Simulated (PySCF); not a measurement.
Job file and geometry (Å, from GFN2-xTB) of an NMR shielding run on SMILES [C@@H]1(OC)[C@@H]([SiH3])[C@H]1OC=O, C$_{5}$H$_{10}$O$_{3}$Si, PySCF, GIAO PBE0/pcSseg-1 NMR shielding, non-relativistic, gas phase; density fitting, a coarse starting grid and PySCF grid level 2 are the driver's defaults:

```
$ OMP_NUM_THREADS=1 python probes_run.py task.json out

{"job": {"kind": "nmr", "xc": "PBE0", "basis": "pcSseg-1"}, "charge": 0, "multiplicity": 1}
C     -1.037588     2.330839     0.934072
O      0.080483     1.516918     1.235070
C      0.013450     0.271977     0.633724
C      1.289903    -0.461332     0.349889
Si     1.332922    -2.341054     0.511677
C      0.504990     0.121371    -0.781164
O     -0.155622    -0.799960    -1.629422
C     -1.161768    -0.320900    -2.341557
O     -1.559012     0.806766    -2.344795
H     -0.841741     3.299794     1.387367
H     -1.953424     1.904047     1.358873
H     -1.168905     2.442729    -0.146697
H     -0.864970    -0.313591     0.906460
H      2.187695     0.086134     0.603755
H      2.077225    -2.882771    -0.624515
H     -0.028368    -2.875683     0.531647
H      2.008329    -2.649966     1.773063
H      0.850005     1.009297    -1.298934
H     -1.583407    -1.135364    -2.954617
```

Q: What does the program print?

A: 
```
coarse grid: 16512 points
cycle   1  E = -710.7561406024  dE =  1.486e+00  |g| = 9.592e-01  |ddm| = 3.906e+00
cycle   2  E = -710.3948845819  dE =  3.613e-01  |g| = 1.692e+00  |ddm| = 1.773e+00
cycle   3  E = -710.9114578073  dE = -5.166e-01  |g| = 2.877e-01  |ddm| = 1.258e+00
cycle   4  E = -710.9254609491  dE = -1.400e-02  |g| = 9.747e-02  |ddm| = 2.399e-01
cycle   5  E = -710.9270254631  dE = -1.565e-03  |g| = 1.647e-02  |ddm| = 5.572e-02
cycle   6  E = -710.9270778826  dE = -5.242e-05  |g| = 5.731e-03  |ddm| = 1.569e-02
cycle   7  E = -710.9270851368  dE = -7.254e-06  |g| = 1.351e-03  |ddm| = 5.571e-03
final grid: 155312 points
cycle   8  E = -711.0119473211  dE = -2.642e-05  |g| = 1.612e-02  |ddm| = 3.277e-02
cycle   9  E = -711.0118842079  dE =  6.311e-05  |g| = 2.478e-02  |ddm| = 2.492e-02
cycle  10  E = -711.0119929730  dE = -1.088e-04  |g| = 2.690e-03  |ddm| = 1.556e-02
cycle  11  E = -711.0119942982  dE = -1.325e-06  |g| = 4.974e-04  |ddm| = 1.909e-03
cycle  12  E = -711.0119943383  dE = -4.014e-08  |g| = 1.579e-04  |ddm| = 4.465e-04
cycle  13  E = -711.0119943438  dE = -5.432e-09  |g| = 2.906e-05  |ddm| = 1.580e-04
cycle  14  E = -711.0119943439  dE = -1.564e-10  |g| = 1.023e-05  |ddm| = 3.483e-05
converged SCF energy = -711.0119943439

GIAO shielding tensors (ppm)
atom      isotropic    diamagn.    paramagn.     s11        s22        s33       span
  0 C      125.722     246.468    -120.747     95.091     98.601    183.473     88.381
  1 O      298.180     395.338     -97.158    265.419    281.938    347.183     81.764
  2 C      118.201     249.956    -131.755     75.193     91.862    187.547    112.354
  3 C      177.038     260.866     -83.828    154.667    170.757    205.691     51.024
  4 Si     418.949     879.849    -460.900    381.715    417.172    457.961     76.247
  5 C      128.508     255.398    -126.890     85.566    105.452    194.505    108.939
  6 O      111.555     401.525    -289.970    -57.832    188.215    204.281    262.112
  7 C       20.018     246.496    -226.478    -81.474     66.847     74.680    156.155
  8 O     -118.121     402.910    -521.031   -404.468   -244.775    294.878    699.346
  9 H       28.005      28.687      -0.682     23.858     25.351     34.806     10.949
 10 H       28.270      30.222      -1.952     24.649     25.888     34.273      9.624
 11 H       27.653      31.374      -3.720     23.054     27.099     32.808      9.754
 12 H       28.894      34.667      -5.773     23.891     29.630     33.161      9.269
 13 H       30.856      33.168      -2.312     24.569     28.360     39.639     15.070
 14 H       27.612      28.593      -0.980     23.820     25.568     33.448      9.628
 15 H       28.114      29.601      -1.486     24.287     27.104     32.951      8.664
 16 H       27.475      28.618      -1.142     24.061     25.211     33.154      9.093
 17 H       27.638      34.788      -7.150     23.108     27.499     32.306      9.198
 18 H       23.639      26.320      -2.681     18.912     23.622     28.381      9.469
```

Q: Turn these shieldings into chemical shifts. Chemical shifts δ = σref − σ; $^{13}$C (186.93 ppm), $^{29}$Si (349.16 ppm), $^{1}$H (31.72 ppm) against TMS; H2O for $^{17}$O (336.08 ppm), all at this level.

A: Averaging equivalent atoms: C 7: 166.9; C 2: 68.7; C 0: 61.2; C 5: 58.4; C 3: 9.9; O 8: 454.2; O 6: 224.5; O 1: 37.9; Si 4: -69.8; H 18: 8.08; H 17: 4.08; H 14/15/16: 3.98; H 9/10/11: 3.74; H 12: 2.82; H 13: 0.86 ppm. Unscaled 17O shifts of doubly bonded oxygen tend to come out too high, by tens of ppm or more. Experimental scales use liquid or dissolved standards, which lie at an offset from isolated H2O (liquid H2O: subtract about 36 ppm).

Size and cost of the density-fitted run: 210 basis functions, 64 s wall time on 1 thread of an Arm Neoverse N1, shared host; peak memory 1 GiB.
